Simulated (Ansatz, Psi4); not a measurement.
The Psi4 input:
```
memory 2 GB

molecule {
1 2
Li   -0.00000000   -0.00000000   -1.65974449
F     0.00000000    0.00000000    0.55324816
}

set {
  basis def2-svp
  reference uks
  scf_type pk
  puream true
  d_convergence 1e-8
  dft_radial_points 99
  dft_spherical_points 590
}

energy('bhhlyp')
print_variables()
```

Q: Write the same job for Ansatz (a quantum-chemistry and plane-wave program).

A: Several could match; the one computed here: 
Ansatz 0.2 input:
```yaml
crystal:
  periodic: [false, false, false]
  atoms:
    - {symbol: Li, position_ang: [-0.00000000, -0.00000000, -1.65974449]}
    - {symbol: F, position_ang: [0.00000000, 0.00000000, 0.55324816]}
basis:
  gaussian:
    orbitals: def2-SVP
hamiltonian:
  xc: {name: BHLYP}
total_charge: 1
magnetization: {spin_polarized: true, initial_magnetization: 1}
accuracy: high
```

Both were run: Psi4 gave -106.907477 Eh and Ansatz -106.907476 Eh, 0.001 mEh apart.
